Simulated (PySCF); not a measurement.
An unknown is described by computed data only.

Formula: C10H20Si2.

| Item | Value |
| --- | --- |
| UV, first state | lowest singlet excitation: 5.73 eV (216 nm, f = 0.007) [TDDFT CAM-B3LYP/def2-SVPD] |
| Triplet | lowest triplet excitation (Tamm–Dancoff): 3.87 eV [TDA CAM-B3LYP/def2-SVPD] |
| UV, strongest line | among the 10 lowest singlet transitions: S6 at 7.33 eV (169 nm, f = 0.483) [TDDFT CAM-B3LYP/def2-SVPD] |
| Rotational structure | rotational constants A, B, C: 1.012, 0.353, 0.327 GHz [PBE0-D3(BJ)/def2-SVP] |
| 1H NMR | chemical shifts (computed TMS as zero) by class: 7.46 (1 H), 7.12 (1 H), 5.98 (1 H), 5.29 (1 H), 5.17 (1 H), 4.87 (1 H), 4.28 (3 H), 3.99 (1 H), 2.88 (1 H), 1.87 (1 H), 1.75 (1 H), 1.72 (1 H), 1.57 (1 H), 1.51 (1 H), 1.51 (1 H), 1.22 (1 H), 1.22 (1 H), 0.90 (1 H) ppm [GIAO PBE/pcSseg-1] |
| Dipole | 0.89 D [CAM-B3LYP/def2-SVPD] |
| Polarisability | 170.7 au [CAM-B3LYP/def2-SVPD] |
| NMR, other nuclei | isotropic shieldings of nuclei other than C and H, by class: 381 (1 Si), 418 (1 Si) ppm [GIAO PBE/pcSseg-1] |
| 13C NMR | chemical shifts (computed TMS as zero) by class: 157.9 (1 C), 150.3 (1 C), 147.8 (1 C), 120.3 (1 C), 48.2 (1 C), 47.2 (1 C), 36.5 (1 C), 35.8 (1 C), 34.9 (1 C), 29.1 (1 C) ppm [GIAO PBE/pcSseg-1] |

Electronic properties: PySCF, gas phase, density fitting. Levels stand in brackets. One conformer (not necessarily the lowest) at the PBE0-D3(BJ)/def2-SVP geometry, without solvent, vibrations or thermal averaging. NMR values are class means; diastereotopic atoms form classes of their own.

Problem. What is the compound? Reason from the data.

Solution. Numbering: `[CH2:1]=[CH:2][CH2:3][C@@H:4]1[CH2:5][CH2:6][CH2:7][C@H:8]1[SiH2:9]/[CH:10]=[CH:11]\[SiH3:12]`. Its formula, C10H20Si2, gives 3 degrees of unsaturation: 1 ring and 2 π bonds in the structure found. 10 carbons fall into 10 classes; from least to most shielded: alkene CH carbon [C10] (157.9 ppm), alkene CH carbon [C11] (150.3 ppm), alkene CH carbon [C2] (147.8 ppm), terminal =CH2 carbon [C1] (120.3 ppm), sp3 CH carbon [C4] (48.2 ppm), allylic carbon [C3] (47.2 ppm), ring sp3 carbon bound to silicon [C8] (36.5 ppm), ring CH2 carbon [C7] (35.8 ppm), ring CH2 carbon [C5] (34.9 ppm), ring CH2 carbon [C6] (29.1 ppm). Hydrogen classes from least to most shielded: 1 H on an alkene CH carbon, C10 (7.46 ppm), 1 H on an alkene CH carbon, C11 (7.12 ppm), 1 H on an alkene CH carbon, C2 (5.98 ppm), 1 H on a terminal =CH2 carbon, C1 (5.29 ppm), 1 H on a terminal =CH2 carbon, C1 (5.17 ppm), 1 H on an SiH2 silicon, Si9 (4.87 ppm), 3 H on an SiH3 silicon, Si12 (4.28 ppm), 1 H on an SiH2 silicon, Si9 (3.99 ppm), 1 H on an allylic carbon, C3 (2.88 ppm), 1 H on a ring CH2 carbon, C7 (1.87 ppm), 1 H on a ring CH2 carbon, C5 (1.75 ppm), 1 H on a ring CH2 carbon, C6 (1.72 ppm); 6 more classes are left out. The other shieldings belong to: 381 ppm, SiH2 silicon [Si9]; 418 ppm, SiH3 silicon [Si12]. The optimised geometry has point group C1 and is an asymmetric top. Structure: `C(=C/[SiH2][C@@H]1CCC[C@H]1CC=C)/[SiH3]`. The assignments are read from this structure; whether some other isomer fits the data as well wasn't checked. The mirror image fits equally.
